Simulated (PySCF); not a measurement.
trifluoromethoxyethane (C3H5F3O), SMILES CCOC(F)(F)F.

The structure is a stationary point at ωB97X-D3(BJ)/def2-SVP. One conformer was computed; it need not be the lowest.

Method: PBE/def2-TZVP in PySCF.

Isolated molecule, no solvent.

Computed frontier levels, gap, dipole moment and polarisability:
```yaml
highest_occupied_level: -7.51 eV
lowest_empty_level: 0.39 eV
orbital_gap: 7.90 eV
dipole_moment: 2.50 D
quadrupole, principal values (traceless, Buckingham form, about the centre of nuclear charge): -2.35, -1.21, 3.55 D·Å
mean_static_polarisability: 45.4 bohr³ (6.73 Å³)
polarisability_principal_values: 40.8, 42.1, 53.4 bohr³
```
